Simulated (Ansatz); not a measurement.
Correlation energies of BrFGaH3Sn, SMILES `[F][Ga]([Br])[SnH3]` by basis set

```xyz
7

F     0.2792    0.5048   -2.7146
Ga    0.2112    0.9403   -1.0165
Br    0.5360    3.1795   -0.6868
Sn   -0.1986   -0.8671    0.8106
H    -0.8367   -0.1198    2.1997
H    -1.2834   -2.0382    0.2218
H     1.2922   -1.5995    1.1858
```

The species carries charge 0 and has multiplicity 1. Correlated methods include outer-core shells of Br, Ga, Sn, which these sets cover unevenly. Scalar relativity is left out up to krypton. Sn takes the def2 core potential. All single points use the PBE0-D4/def2-TZVP geometry. Frozen core, restricted reference, Ansatz.

```tsv
basis	HF (Eh)	MP2 corr.	CCSD corr.	(T)	CCSD(T) total
def2-SVP	-4809.65208	?	-0.75429	-0.01901	?
def2-TZVPP	-4810.35499	-1.07664	-1.08408	?	?
def2-QZVPP	?	?	–	–	–
```

(1) Fill in the withheld values. (Best estimate.)

Results:

(1) Computed: def2-SVP MP2 corr.: -0.73857; def2-SVP CCSD(T) total: -4810.42538; def2-TZVPP (T): -0.03565; def2-TZVPP CCSD(T) total: -4811.47472; def2-QZVPP HF (Eh): -4810.45081; def2-QZVPP MP2 corr.: -1.87850.
